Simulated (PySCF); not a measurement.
SCF from a fresh guess for sextet OsF3, at the PBE0 minimum. PySCF input:

```python
from pyscf import gto, scf, dft
mol = gto.M(atom='''
Os     0.062962    -0.108336     0.000000
F      1.763680     0.686977     0.000001
F     -0.926914     1.594904    -0.000000
F     -1.469979    -1.192337    -0.000001''',
    basis={'Os': 'def2-SVP', 'F': 'def2-SVP'},
    ecp={'Os': 'def2-SVP'},
    charge=0, spin=5)
mf = dft.UKS(mol, xc='PBE0')
mf.grids.atom_grid = (50, 194)
aux = {'Os': 'def2-universal-JKFIT', 'F': 'def2-universal-JKFIT'}
mf = mf.density_fit(auxbasis=aux)
mf.conv_tol = 1e-08
mf.diis_space = 10
mf.max_cycle = 60
mf.init_guess = 'minao'
mf.verbose = 4
mf.kernel()
```

Excerpt of the output (cycles alone):

```
init E= -377.425852979436
cycle= 1 E= -389.479809271905  delta_E= -12.1  |g|= 0.683  |ddm|= 5.82
cycle= 2 E= -388.745664830639  delta_E= 0.734  |g|= 1.58  |ddm|= 1.42
cycle= 3 E= -389.607790810768  delta_E= -0.862  |g|= 0.284  |ddm|= 1.09
cycle= 4 E= -389.642283743157  delta_E= -0.0345  |g|= 0.0665  |ddm|= 0.296
cycle= 5 E= -389.642875210229  delta_E= -0.000591  |g|= 0.0507  |ddm|= 0.0946
cycle= 6 E= -389.643890860822  delta_E= -0.00102  |g|= 0.00739  |ddm|= 0.0463
cycle= 7 E= -389.643914702808  delta_E= -2.38e-05  |g|= 0.00193  |ddm|= 0.0084
cycle= 8 E= -389.643917154823  delta_E= -2.45e-06  |g|= 0.000572  |ddm|= 0.00411
cycle= 9 E= -389.64391740369  delta_E= -2.49e-07  |g|= 9.98e-05  |ddm|= 0.00113
cycle= 10 E= -389.643917415953  delta_E= -1.23e-08  |g|= 2.44e-05  |ddm|= 0.000224
cycle= 11 E= -389.643917416851  delta_E= -8.98e-10  |g|= 1.39e-05  |ddm|= 6.31e-05
Extra cycle  E= -389.643917416674  delta_E= 1.77e-10  |g|= 2.81e-05  |ddm|= 3.22e-05
converged SCF energy = -389.643917416674  <S^2> = 8.7580231  2S+1 = 6.0026738
```

No lower solution of this spin was found from smeared starts or by a stability analysis within the unrestricted form.

Other spin states or occupations of the open shell can lie lower. No spin–orbit coupling is included, which matters more the heavier the element.

The search for the lowest solution, 3 starts and the stability check together, took 15 s on 2 threads of a shared Arm Neoverse N1 host, with 74 basis functions; the process peaked at 0.4 GiB.
